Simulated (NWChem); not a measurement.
System: GeSiH₅Cl; SMILES [SiH3][GeH2][Cl]

Computed with NWChem. Coordinates come from a PBE0/def2-SVP optimisation.

Question: What does the run give for Hartree-Fock/aug-pcseg-1? Quantities: highest occupied level (eV); orbital gap (eV); dipole (D).

Answer: 
- highest occupied level (eV): -10.94
- orbital gap (eV): 11.74
- dipole (D): 2.47
